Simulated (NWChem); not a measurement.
System: HfBr4; SMILES [Br][Hf]([Br])([Br])[Br]

Excerpt of the output:

```
             Northwest Computational Chemistry Package (NWChem) 7.3.0
             --------------------------------------------------------

 C1  symmetry detected

                             Geometry "geometry" -> ""
                             -------------------------

 Output coordinates in angstroms (scale by  1.889725989 to convert to a.u.)

  No.       Tag          Charge          X              Y              Z
 ---- ---------------- ---------- -------------- -------------- --------------
    1 Hf                  72.0000     0.00000370    -0.00000271    -0.00000202
    2 Br                  35.0000    -2.01500341    -0.38098468     1.41603427
    3 Br                  35.0000     1.98491593     0.36737275     1.46139430
    4 Br                  35.0000     0.38930092    -1.99325849    -1.44426267
    5 Br                  35.0000    -0.35922105     2.00687599    -1.43316175

 Effective nuclear repulsion energy (a.u.)    3096.1507037585

                                Z-matrix (autoz)
                                --------

 Units are Angstrom for bonds and degrees for angles

      Type          Name      I     J     K     L     M      Value
      ----------- --------  ----- ----- ----- ----- ----- ----------
    1 Stretch                  1     2                       2.49210
    2 Stretch                  1     3                       2.49209
    3 Stretch                  1     4                       2.49209
    4 Stretch                  1     5                       2.49210
    5 Bend                     2     1     3               109.47127
    6 Bend                     2     1     4               109.47112
    7 Bend                     2     1     5               109.47088
    8 Bend                     3     1     4               109.47140
    9 Bend                     3     1     5               109.47110
   10 Bend                     4     1     5               109.47156

                           NWChem Geometry Optimization
                           ----------------------------

 maximum gradient threshold         (gmax) =   0.000450
 rms gradient threshold             (grms) =   0.000300
 maximum cartesian step threshold   (xmax) =   0.001800
 rms cartesian step threshold       (xrms) =   0.001200
 fixed trust radius                (trust) =   0.300000
 source of zmatrix                         =   autoz

          -------------------
          Energy Minimization
          -------------------

 Using diagonal initial Hessian
 Scaling for Hessian diagonals: bonds = 1.00  angles = 0.25  torsions = 0.10

          --------
          Step   0

                                 NWChem DFT Module
                                 -----------------

 Summary of "ao basis" -> "ao basis" (spherical)
 ------------------------------------------------------------------------------
       Tag                 Description            Shells   Functions and Types
 ---------------- ------------------------------  ------  ---------------------
 Hf                         def2-svp                12       32   6s3p2d1f
 Br                         def2-svp                12       32   5s4p3d

            General Information
            -------------------
          SCF calculation type: DFT
          Wavefunction type:  closed shell.
          No. of atoms     :     5
          No. of electrons :   152
           Alpha electrons :    76
            Beta electrons :    76
          Charge           :     0
          Spin multiplicity:     1
          Use of symmetry is: off; symmetry adaption is: off
          Maximum number of iterations: 150
          AO basis - number of functions:   160
                     number of shells:    60
          Convergence on energy requested:  1.00D-06
          Convergence on density requested:  1.00D-05
          Convergence on gradient requested:  5.00D-04

              XC Information
              --------------
                         PBE0 Method XC Functional
                     Hartree-Fock (Exact) Exchange  0.250
          PerdewBurkeErnzerhof Exchange Functional  0.750
            Perdew 1991 LDA Correlation Functional  1.000 local
           PerdewBurkeErnz. Correlation Functional  1.000 non-local

             Grid Information
             ----------------
          Grid used for XC integration:  medium
          Radial quadrature: Mura-Knowles
          Angular quadrature: Lebedev.
          Tag              B.-S. Rad. Rad. Pts. Rad. Cut. Ang. Pts.
          ---              ---------- --------- --------- ---------
          Hf                  1.55      123           9.0       590
          Br                  1.15      112          11.0       590
          Grid pruning is: on
          Number of quadrature shells:   571
          Spatial weights used:  Erf1

      Superposition of Atomic Density Guess
      -------------------------------------

 Sum of atomic energies:      -10340.28147437

      Non-variational initial energy
      ------------------------------

 Total energy =  -10336.187301
 1-e energy   =  -17027.558417
 2-e energy   =    5378.896261
 HOMO         =      -0.401527
 LUMO         =       0.030777

[...]

      ----------------------
      Optimization converged
      ----------------------

  Step       Energy      Delta E   Gmax     Grms     Xrms     Xmax
  ---- ---------------- -------- -------- -------- -------- --------
@    2  -10342.50450850 -3.0D-07  0.00000  0.00000  0.00051  0.00080
                                     ok       ok       ok       ok

                                Z-matrix (autoz)
                                --------

 Units are Angstrom for bonds and degrees for angles

      Type          Name      I     J     K     L     M      Value     Gradient
      ----------- --------  ----- ----- ----- ----- ----- ---------- ----------
    1 Stretch                  1     2                       2.47343    0.00000
    2 Stretch                  1     3                       2.47343    0.00000
    3 Stretch                  1     4                       2.47344    0.00000
    4 Stretch                  1     5                       2.47343    0.00000
    5 Bend                     2     1     3               109.47117    0.00000
    6 Bend                     2     1     4               109.47130   -0.00000
    7 Bend                     2     1     5               109.47117   -0.00000
    8 Bend                     3     1     4               109.47133   -0.00000
    9 Bend                     3     1     5               109.47117   -0.00000
   10 Bend                     4     1     5               109.47118    0.00000

                         Geometry "geometry" -> "geometry"
                         ---------------------------------

 Output coordinates in angstroms (scale by  1.889725989 to convert to a.u.)

  No.       Tag          Charge          X              Y              Z
 ---- ---------------- ---------- -------------- -------------- --------------
    1 Hf                  72.0000    -0.00000041    -0.00000067     0.00000035
    2 Br                  35.0000    -1.99991308    -0.37813090     1.40543516
    3 Br                  35.0000     1.97005271     0.36462194     1.45045592
    4 Br                  35.0000     0.38638667    -1.97833162    -1.43345500
    5 Br                  35.0000    -0.35652981     1.99184411    -1.42243430

 Effective nuclear repulsion energy (a.u.)    3119.5080666866

                Final and change from initial internal coordinates
                --------------------------------------------------

                                Z-matrix (autoz)
                                --------

 Units are Angstrom for bonds and degrees for angles

      Type          Name      I     J     K     L     M      Value       Change
      ----------- --------  ----- ----- ----- ----- ----- ---------- ----------
    1 Stretch                  1     2                       2.47343   -0.01866
    2 Stretch                  1     3                       2.47343   -0.01866
    3 Stretch                  1     4                       2.47344   -0.01865
    4 Stretch                  1     5                       2.47343   -0.01866
    5 Bend                     2     1     3               109.47117   -0.00010
    6 Bend                     2     1     4               109.47130    0.00018
    7 Bend                     2     1     5               109.47117    0.00029
    8 Bend                     3     1     4               109.47133   -0.00007
    9 Bend                     3     1     5               109.47117    0.00008
   10 Bend                     4     1     5               109.47118   -0.00038

 ==============================================================================
                                internuclear distances
 ------------------------------------------------------------------------------
       center one      |      center two      | atomic units |  angstroms
 ------------------------------------------------------------------------------
    2 Br               |   1 Hf               |     4.67411  |     2.47343
    3 Br               |   1 Hf               |     4.67411  |     2.47343
    4 Br               |   1 Hf               |     4.67412  |     2.47344
    5 Br               |   1 Hf               |     4.67411  |     2.47343
 ------------------------------------------------------------------------------
                         number of included internuclear distances:          4
 ==============================================================================
```

Level: PBE0/def2-SVP with def2 effective core potentials on Hf. Not confirmed as a minimum by frequencies. def2 effective core potentials on Hf; no spin-orbit coupling.

Task: Which NWChem input produces such a log?

Result: This is not unique; one that fits is the input that was run:
```
start job
memory heap 200 mb stack 900 mb global 1100 mb
geometry units angstroms
  Hf    -0.000002     0.000006     0.000003
  Br     1.961828    -0.582135    -1.422282
  Br     0.743928     0.297945     2.359732
  Br    -1.022768     2.118544    -0.822345
  Br    -1.682982    -1.834355    -0.115103
end
basis spherical
  * library def2-svp
end
ecp
  Hf library def2-ecp
end
dft
  xc pbe0
  iterations 150
end
driver
  maxiter 120
end
task dft optimize
```
